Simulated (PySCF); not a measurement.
## 4-fluorostyrene, C8H7F

Cartesian coordinates in Å; atom numbers follow the order of the lines, from 1:
```xyz
16

C     2.6966   -1.4379    0.6348
C     2.2237   -0.3960   -0.0593
C     0.8543    0.1318   -0.0541
C     0.5454    1.2390   -0.8587
C    -0.7362    1.7804   -0.8959
C    -1.7274    1.2038   -0.1137
F    -2.9591    1.7090   -0.1401
C    -1.4613    0.1057    0.6992
C    -0.1771   -0.4213    0.7237
H     3.7424   -1.7401    0.5480
H     2.0711   -2.0279    1.3104
H     2.9165    0.1429   -0.7158
H     1.3317    1.6869   -1.4721
H    -0.9783    2.6412   -1.5214
H    -2.2662   -0.3200    1.3011
H     0.0260   -1.2828    1.3630
```

Level of theory: PySCF 2.14.0, quadratic response CAM-B3LYP/aug-cc-pVDZ first hyperpolarisability, Taylor convention, gas phase. Geometry: PBE0-D3(BJ)/def2-SVP.

Give β for the processes computed.

In 10⁻³⁰ esu, Taylor convention; the vector part is βᵢ = ⅓ Σⱼ (βᵢⱼⱼ + βⱼᵢⱼ + βⱼⱼᵢ); β∥ is 3/5 of the vector part along the dipole, the dipole points from − to +:
```
                   process  λ (nm)  β vector norm     β∥  β HRS  depolarisation ratio
           static β(0;0,0)       ∞           4.28  -2.55   1.70                  5.92
second harmonic β(−2ω;ω,ω)    1907           4.62  -2.74   1.83                  5.85
         Pockels β(−ω;ω,0)    1907           4.39  -2.61      –                     –
second harmonic β(−2ω;ω,ω)    1064           5.56  -3.30   2.21                  5.67
         Pockels β(−ω;ω,0)    1064           4.64  -2.76      –                     –
```

Which lowest excitations, dipole and polarisabilities go with it?

S1 4.84 eV (f = 0.147); S2 5.13 eV (f = 0.234); S3 5.82 eV (f = 0.009); dipole 1.28 D; isotropic α 99.4 au static, 99.9 au at 1907 nm, 101.1 au at 1064 nm, 101.5 au at 953.5 nm, 106.9 au at 532 nm.
